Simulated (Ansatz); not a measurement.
Geometry optimisation, RKS PBE0-D4/def2-SVP (Ansatz 0.2.0).

input.yaml

```yaml
crystal:
  periodic: [false, false, false]
  atoms:
    - { symbol: "N", position_ang: [-1.0113, 0.8383, 0.4272] }
    - { symbol: As, position_ang: [0.2644, 0.6613, -0.9289] }
    - { symbol: Al, position_ang: [1.1363, -1.316, 0.1939] }
    - { symbol: S, position_ang: [-0.3713, -1.3804, -1.4382] }
    - { symbol: H, position_ang: [-1.72571, 0.00687, 0.25431] }
    - { symbol: H, position_ang: [-0.55928, 0.55346, 1.34801] }
    - { symbol: H, position_ang: [2.6431, -1.7805, 0.7011] }
basis:
  gaussian: { orbitals: def2-SVP }
hamiltonian:
  xc: pbe0
  dispersion: d4
relax:
  f_tol: 0.015
  max_steps: 40
```

Launched with:

```bash
$ ansatz run input.yaml --threads 2 --pin off --max-ram 3072MiB --backend cpu --events-out ev --progress --plain --runs-dir out
```

Question: Where does it end, and by what steps?

Answer: The forces met the threshold. After 12 steps the energy has fallen by 1.257 eV; H5 moved furthest, 1.00 Å.

| step | energy less start (eV) | largest force component (eV/Å) | accepted |
| --- | --- | --- | --- |
| 0 | 0.0000 | 2.501 | yes |
| 1 | -0.7659 | 1.044 | yes |
| 2 | -1.0434 | 0.524 | yes |
| 3 | -1.1146 | 0.719 | yes |
| 4 | -1.1616 | 1.143 | yes |
| 5 | -1.2264 | 0.668 | yes |
| 6 | -1.2375 | 0.422 | yes |
| 7 | -1.2483 | 0.354 | yes |
| 8 | -1.2493 | 0.218 | yes |
| 9 | -1.2565 | 0.124 | yes |
| 10 | -1.2570 | 0.021 | yes |
| 11 | -1.2570 | 0.010 | no |
| 12 | -1.2570 | 0.008 | yes |

```xyz
7
Properties=species:S:1:pos:R:3
N -1.005 0.806 0.569
As 0.090 0.523 -0.869
Al 1.527 -1.259 -0.137
S -0.065 -1.851 -1.419
H -1.980 0.967 0.330
H -0.935 0.236 1.405
H 2.745 -1.839 0.679
```

Whether the end is a true minimum wasn't checked by a vibrational analysis.

Time of the run: 31 s on 2 threads of Intel(R) Xeon(R) Platinum 8488C (Sapphire Rapids), on a shared host, peak memory 0.24 GiB.
